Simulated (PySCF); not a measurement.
# B⁺: ionisation energy

B⁺ [He] 2s2 (1S) → B²⁺ [He] 2s1 (2S), as a difference of total energies. All numbers are calculated (PySCF 2.14, no relativity, point nucleus, in dyall-av3z (15s9p3d2f, 71 functions)). Correlated levels: valence: 1s2 frozen; virtual orbitals above 40 to 60 times the deepest correlated orbital energy dropped. The calculations carry no spin-orbit coupling.

| method | ionisation energy (eV) | error (eV) |
| --- | --- | --- |
| UHF | 23.443 | -1.712 |
| MP2 (valence) | 24.468 | -0.687 |
| SCS-MP2 (valence) | 24.673 | -0.482 |
| CCSD (valence) | 25.103 | -0.052 |

Reference: 25.155 eV (measured; NIST Atomic Spectra Database, ionization energies).

Errors of the correlated levels include the incompleteness of this basis and the frozen core.

With two correlated electrons CCSD is exact in that space.
